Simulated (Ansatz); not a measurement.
# Interaction energy ladder

The pair of Ag⁺ (SMILES [Ag+], atom 1) and PH3 (SMILES P, atoms 2–5), both closed shells, in one local arrangement (a lower one may exist), relaxed at PBE0-D4/def2-TZVP:

```
5
angstrom
Ag -0.2909 0.4037 -2.2261
P 0.0139 -0.0193 0.1062
H -0.4245 -1.2720 0.5667
H -0.6375 0.8651 0.9821
H 1.3389 0.0225 0.5711
```

Program: Ansatz 0.2.0. Basis: def2-TZVPPD, with def2-QZVPPD for the basis limit. Cores are frozen in the correlated methods. Filled d shells of the heavier atoms are correlated. Core potentials replace the inner electrons of the atoms past krypton. B3LYP uses VWN-RPA correlation. Extrapolation: Hartree–Fock as exp(−7.88 √X), correlation as X^−2.97. Interaction energies count from these two fragments, frozen as in the pair, with the counterpoise correction; negative means bound.

(1) What is the interaction energy by CCSD(T) at an estimated basis limit (MP2 extrapolated from triple and quadruple zeta, plus CCSD(T) − MP2 in triple zeta)? (To be estimated.)

(2) Which atoms make the shortest contact between the fragments?

T1 diagnostic: at most 0.014.

## Answers

(1) The calculation gives: -203.2 kJ/mol. Hartree–Fock alone gives -122.4 kJ/mol at the basis limit. It counts from the two fragments frozen as in the pair.

The same quantity by other methods in triple zeta, and each one's difference from that estimate:
| method | E_int (kJ/mol) | difference |
| --- | --- | --- |
| PBE-D4 | -241.1 | -38.0 |
| revPBE-D4 | -223.1 | -20.0 |
| BLYP-D4 | -232.0 | -28.8 |
| r2SCAN-D4 | -236.1 | -32.9 |
| B97M-V | -210.0 | -6.9 |
| PBE0-D4 | -216.3 | -13.1 |
| B3LYP-D4 | -215.4 | -12.3 |
| HSE06-D4 | -216.2 | -13.0 |
| wB97X-V | -200.5 | 2.7 |
| wB97M-V | -195.2 | 8.0 |
| B2PLYP | -201.8 | 1.3 |
| HF | -120.9 | 82.3 |
| MP2 | -200.2 | 2.9 |
| CCSD | -172.6 | 30.5 |
| CCSD(T) | -181.5 | 21.6 |
Differences are method less estimate.

(2) Ag1 and P2, 2.39 Å apart.

Energy to bend the free fragments (PBE0-D4 minima) into their shapes in the pair, CCSD(T)/def2-TZVPPD: PH3 13.5 kJ/mol. This must be added to the interaction energy to get the binding energy from relaxed fragments.

Basis-set superposition shift (counterpoise-corrected less uncorrected): CCSD(T) 8.6; MP2 8.4; HF 0.5; PBE0-D4 0.5; wB97M-V 0.7 kJ/mol.

For scale, one of the runs: CCSD(T)/def2-TZVPPD, 155 basis functions, launched by `ansatz run in.yaml --threads 2 --pin off --events-out ev --progress --plain --max-ram 5222MiB`. The run took 39 s on 2 CPU threads of an Arm Neoverse V1 (shared host), with 1.2 GiB of host memory at its peak.
